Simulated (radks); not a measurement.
Pt II, configuration [Xe] 4f13 5d10 (not the ground configuration).

All-electron calculation, Dirac Kohn-Sham, LDA (Slater exchange, Perdew-Wang correlation), spin-unpolarised, spherical densities, point nucleus; open shells are shared between the two j in proportion to 2j + 1. Program: a radial shooting solver on a logarithmic mesh with Libxc functionals.

Energy parts (Ry):
| part | energy |
|---|---|
| total | -36867.1031 |
| kinetic | 42187.8305 |
| electron-nucleus | -92633.7579 |
| Hartree | 14270.5757 |
| exchange-correlation | -691.7513 |

Orbitals (lengths in bohr, moments of r in powers of bohr; <r^-3> diverges for s and p1/2):
orbital     occ.  eigenvalue (Ry)      <r>  <r^-3>  small-component weight
1s1/2          2        -5752.825  0.01716       -                8.75e-02
2s1/2          2        -1011.218  0.07173       -                2.00e-02
2p1/2          2        -969.4266  0.05909       -                2.01e-02
2p3/2          4        -842.4809  0.06751   19600                1.79e-02
3s1/2          2        -238.8003   0.1867       -                6.65e-03
3p1/2          2        -220.0241   0.1769       -                6.60e-03
3p3/2          4        -192.1282   0.1924    4529                5.97e-03
3d3/2          4        -160.7896   0.1677   789.8                5.86e-03
3d5/2          6        -154.7753   0.1724   658.5                5.69e-03
4s1/2          2        -52.43263   0.4143       -                2.26e-03
4p1/2          2        -44.46915   0.4170       -                2.17e-03
4p3/2          4        -37.76089   0.4507    1092                1.92e-03
4d3/2          4        -24.69756   0.4595   170.6                1.73e-03
4d5/2          6        -23.44388   0.4706   139.1                1.66e-03
5s1/2          2         -8.39682   0.9408       -                5.75e-04
4f5/2    5.57143         -6.72702   0.5025   28.81                1.30e-03
4f7/2    7.42857         -6.46438   0.5093   27.42                1.27e-03
5p1/2          2         -5.80385    1.018       -                4.92e-04
5p3/2          4         -4.64344    1.116   184.9                4.15e-04
5d3/2          4         -1.21917    1.547   15.86                2.22e-04
5d5/2          6         -1.10712    1.616   12.32                2.04e-04

The highest occupied level is 5d5/2 at -15.063 eV. The density falls to 0.001 e/bohr^3 at r = 3.79 bohr. Summed over all electrons, <r^2> = 48.98 bohr^2, which gives a Langevin (diamagnetic) susceptibility term of -38.8 x 10^-6 cm^3/mol.
